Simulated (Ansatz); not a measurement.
`[SiH3]OB1N[SiH2]1` + `[CH3][Ga]([CH3])[TeH]` → `[TeH]B1N[SiH2]1` + `[CH3][Ga]([CH3])[O][SiH3]`  (redistribution)

Gas-phase electronic energies from Ansatz, PBE0-D4/def2-TZVP geometries. CCSD(T)/CBS is the MP2 limit (def2-TZVPP, def2-QZVPP) plus CCSD(T) − MP2 in def2-TZVPP, frozen cores. DFT in def2-TZVPP. B3LYP here is the variant with VWN-RPA as its local correlation; programs differ in this. def2 core potentials past Kr. For Ga, Te outer-core shells are correlated without core-valence functions, which leaves a few kJ/mol of doubt a bond. Scalar relativity is left out up to krypton. One conformer a species, not always the lowest.

Question: Is it downhill or uphill in electronic energy at CCSD(T)/CBS, and by how much? (Best estimate.)

Answer: The calculation gave: Uphill: ΔE = +84.0 kJ/mol.

Question: What do these levels give: PBE-D4, r2SCAN-D4, PBE0-D4, B3LYP-D4, B3LYP, SCS-MP2/def2-TZVPP? (Estimate.)

Answer: The calculation gave: PBE-D4 88.5, r2SCAN-D4 88.0, PBE0-D4 92.4, B3LYP-D4 91.9, B3LYP 93.8, SCS-MP2/def2-TZVPP 79.4 kJ/mol.

Largest T1 diagnostic among the species: 0.013.

From PBE to PBE0 (25 % exact exchange), in def2-TZVPP and without D4, ΔE moves by +3.7 kJ/mol. In def2-TZVPP, CCSD(T) changes the Hartree–Fock value by −20.1 kJ/mol (the triples alone add −2.7 kJ/mol) and MP2 by −22.2 kJ/mol.
